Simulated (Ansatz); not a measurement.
One change: `[OH][Al]1[CH]=N[SiH2]1` becomes `OB1C=N[SiH2]1`.

Ansatz, PBE0-D4/def2-TZVP geometries, multiplicity 1. Each molecule was computed in one conformer, which needn't be the lowest.

```csv
property,`[OH][Al]1[CH]=N[SiH2]1`
HOMO energy (PBE/def2-TZVPP) / eV,-5.30
LUMO energy (B3LYP/def2-TZVPP) / eV,-1.87
"ideal-gas entropy at 298 K and 1 bar (rigid rotor, harmonic PBE0-D4/def2-TZVP) / J/(mol·K)",341
HOMO–LUMO gap (B3LYP/def2-TZVPP) / eV,4.39
HOMO–LUMO gap (ωB97M-V/def2-TZVPP) / eV,8.85
zero-point energy (PBE0-D4/def2-TZVP) / kJ/mol,133.4
```

(1) What does the change do to each property? (An estimate is asked.)

## Answers

(1) Computed: 
```tsv
property	`OB1C=N[SiH2]1`	shift
HOMO energy (PBE/def2-TZVPP) / eV	-5.65	-0.35
LUMO energy (B3LYP/def2-TZVPP) / eV	-2.15	-0.28
ideal-gas entropy at 298 K and 1 bar (rigid rotor, harmonic PBE0-D4/def2-TZVP) / J/(mol·K)	314	-27
HOMO–LUMO gap (B3LYP/def2-TZVPP) / eV	4.68	0.29
HOMO–LUMO gap (ωB97M-V/def2-TZVPP) / eV	9.65	0.80
zero-point energy (PBE0-D4/def2-TZVP) / kJ/mol	148.1	14.7
```

With PBE0 the HOMO falls by 0.61 eV and the LUMO falls by 0.27 eV, so the gap widens by about 0.34 eV. PBE moves the HOMO by -0.35 eV and ωB97M-V by -0.77 eV.

B3LYP here is the variant with VWN-RPA as its local correlation; programs differ in this.
